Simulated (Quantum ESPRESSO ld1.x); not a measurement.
Pr III, 57 electrons, occupied as [Kr] 4d10 4f3 5s2 5p5 5f1 (not the ground configuration).

Method: Dirac Kohn-Sham, PBE, spin-unpolarised, spherical densities, point nucleus; open shells fill j = l - 1/2 first; computed with ld1.x of Quantum ESPRESSO 7.5.

Energy parts (eV):
part                   energy
total                 -251457
kinetic                270497
electron-nucleus      -612505
Hartree                 96430
exchange-correlation    -5880

Orbitals (lengths in bohr, moments of r in powers of bohr; r(90%) holds 90 % of the orbital's charge):
orbital  occ.  eigenvalue (eV)  r(90%)  small-component weight
1s1/2       2         -41800.4  0.0435                4.78e-02
2s1/2       2         -6738.58   0.159                1.04e-02
2p1/2       2         -6369.46   0.142                1.04e-02
2p3/2       4         -5887.18   0.150                9.80e-03
3s1/2       2         -1469.24   0.400                3.21e-03
3p1/2       2         -1312.34   0.393                3.15e-03
3p3/2       4         -1216.78   0.410                2.97e-03
3d3/2       4         -943.188   0.384                2.85e-03
3d5/2       6         -922.591   0.389                2.80e-03
4s1/2       2         -308.001   0.895                9.91e-04
4p1/2       2         -249.312   0.932                9.22e-04
4p3/2       4         -228.780   0.973                8.62e-04
4d3/2       4         -132.481    1.09                7.12e-04
4d5/2       6         -128.881    1.10                6.96e-04
4f5/2       3         -21.1145    1.87                3.54e-04
4f7/2       0         -20.7521    1.89                3.49e-04
5s1/2       2         -58.5885    2.13                2.17e-04
5p1/2       2         -42.6006    2.40                1.75e-04
5p3/2       3         -39.6132    2.51                1.61e-04
5d3/2       0         -18.4855    3.58                8.59e-05
5d5/2       0         -18.1804    3.63                8.37e-05
5f5/2       1          -6.2177    8.41                1.74e-05
5f7/2       0          -6.2066    8.43                1.75e-05
6s1/2       0         -16.3642    5.07                4.60e-05
6p1/2       0         -12.6498    5.96                3.36e-05
6p3/2       0         -12.1775    6.16                3.14e-05
6f5/2       0          -3.3573    14.9                1.06e-05
6f7/2       0          -3.3506    15.0                1.06e-05

The highest occupied level is 5f5/2 at -6.218 eV. The configuration is held as typed, so some empty levels lie below it. The density falls to 0.001 e/bohr^3 at r = 3.98 bohr.
